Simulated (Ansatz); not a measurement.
Cost and result up the ladder for the cluster Rb₃⁺ (the lowest singlet isomer of a short search) (3 atoms). Charge 1, multiplicity 1. Geometry: B3LYP/def2-TZVP.

```tsv
atom	x (Å)	y (Å)	z (Å)
Rb1	-2.662	-0.567	-0.289
Rb2	0.790	2.094	1.575
Rb3	1.872	-1.527	-1.286
```

Ansatz on 4 threads of Arm Neoverse V2 on a shared host. Times are rough, summed over both states, and most runs start from the orbitals of an earlier one. B2PLYP/def2-TZVP serves as the yardstick here, not as an exact answer. The other state is a quintet at its own geometry, which has other bonds, so the gap mixes isomer and spin.

In the def2 sets Rb takes a core potential; there is no spin–orbit coupling. B3LYP takes the VWN-RPA correlation. HSE06 is defined as in plane-wave codes, on full-range PBE exchange. Correlated methods freeze no core orbitals; core or outer-core shells of Rb are correlated, in sets that lack core-valence functions. In CCSD on the charge 1 quintet the largest single amplitude is 0.43, so its Hartree–Fock determinant may place the open shell otherwise than the density functionals do. HOMO above LUMO, or a gap near zero within one spin, warns that the state may not be the lowest or that an electron is smeared out. In the quintet geometry the species has come apart into loosely held pieces. The structure comes from a short search, and lower isomers may exist.

Run but left out: GFN1-xTB, GFN2-xTB (tight binding far off the other levels); HF/STO-3G (singlet: restricted singlet, unstable in another Hartree–Fock run and untested here); HF/def2-TZVP, HF/def2-TZVPP (singlet: restricted singlet, unstable towards broken spin symmetry); PBE/def2-TZVP, r2SCAN/def2-TZVP (quintet: an occupied level 0.01 to 0.09 eV above an empty one); MP2/def2-TZVP, MP2/def2-TZVPP (quintet: a determinant that CCSD turns far, T1 0.083).

Correlated methods converge slowly with the basis.

| level | functions | wall time |
| --- | --- | --- |
| HSE06/def2-TZVP (with forces) | 99 | 7.5 s |
| B3LYP/def2-TZVP | 99 | 7.8 s |
| B2PLYP/def2-TZVP | 99 | 8.8 s |
| CCSD(T)/def2-TZVPP | 120 | 22 s |

Estimate what each level gives for the quintet − singlet (eV).


```tsv
level	quintet − singlet (eV)	difference from B2PLYP/def2-TZVP (eV)	remarks
HSE06/def2-TZVP (with forces)	16.50	-0.68	gap within one spin near zero (quintet)
B3LYP/def2-TZVP	16.23	-0.96	–
B2PLYP/def2-TZVP	17.19	0.00	–
CCSD(T)/def2-TZVPP	18.03	0.85	large T1 (0.083) (quintet), restricted SCF unstable (singlet)
```
